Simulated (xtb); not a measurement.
RbF, SMILES [F][Rb]. All values are semi-empirical tight-binding results from xtb (GFN2-xTB unless named), good for trends rather than for accurate numbers. Geometry: GFN2-xTB.

For metal compounds this method's bond lengths and energies can be far off.

```yaml
point_group_as_xtb_finds_it: C∞v
orbital_gap: 1.08 eV
```
